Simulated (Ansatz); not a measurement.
Basis-set series for CH7Al2B, SMILES `[BH2][AlH][AlH][CH3]`. Charge 0, multiplicity 1. The structure was optimised at the PBE0-D4/def2-TZVP level. It is one conformer, not always the lowest.

```tsv
functional	basis	functions	energy (Eh)	HOMO (eV)	LUMO (eV)
PBE0-D4	def2-SVP	99	-551.43145	-6.44	-2.30
PBE0-D4	def2-QZVPP	464	-551.69335	-6.43	-2.34
ωB97M-V	def2-SVP	99	-551.64946	-8.28	-0.42
ωB97M-V	def2-QZVPP	464	-551.91727	-8.30	-0.61
```

Give the rows for def2-TZVPP. (Best estimate.)

The calculation gave: 
```json
{"functional": "PBE0-D4", "basis": "def2-TZVPP", "functions": "244", "energy (Eh)": "-551.67462", "HOMO (eV)": "-6.43", "LUMO (eV)": "-2.34"}
{"functional": "ωB97M-V", "basis": "def2-TZVPP", "functions": "244", "energy (Eh)": "-551.89853", "HOMO (eV)": "-8.30", "LUMO (eV)": "-0.55"}
```

Results of the Gaussian-basis code of Ansatz.
